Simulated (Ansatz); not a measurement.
Ideal-gas functions of `[Cl][Cd][Cl]` at 298.15 K and 1 bar, from an Ansatz frequency run at PBE0-D4/def2-TZVP.

Molar mass 183.32 g/mol, point group D∞h (symmetry number 2), electronic degeneracy 1, moments of inertia 363.484 u Å². Harmonic wavenumbers (cm⁻¹, unscaled): 88, 88, 330, 424.

Use S(trans) = R[1.5 ln M + 2.5 ln T − 1.1517]; rotational temperatures θ = 24.2544 K / I; S(rot) = R[ln(T/σθ) + 1]; for each mode x = 1.438777 ν̃/T, S = R[x/(eˣ − 1) − ln(1 − e⁻ˣ)] and H = RT x/(eˣ − 1); 1 cm⁻¹ = 0.0119627 kJ/mol; R = 8.31446 J/(mol·K).

By hand: the entropy, in J/(mol·K).

Translation 173.8. Rotation: θ = 0.0667 K, giving 72.4. Vibration, mode by mode: 15.50, 15.50, 5.27, 3.68, in all 39.9. Electronic 0.0. Sum 286.1 J/(mol·K).

By hand: H − E and G − E in kJ/mol, counted from the electronic energy.

Zero-point energy ½ × 930 × 0.0119627 = 5.6; thermal vibration 5.7; translation, rotation and pV give 3.5 RT = 8.7. H − E = 20.0 kJ/mol, and G − E = 20.0 − 298.15 × 286.1/1000 = -65.3 kJ/mol.

Vibration gives 14 % of the entropy, 31.0 J/(mol·K) of it from the modes under 150 cm⁻¹: soft modes count most, and the harmonic formula is weakest for them.
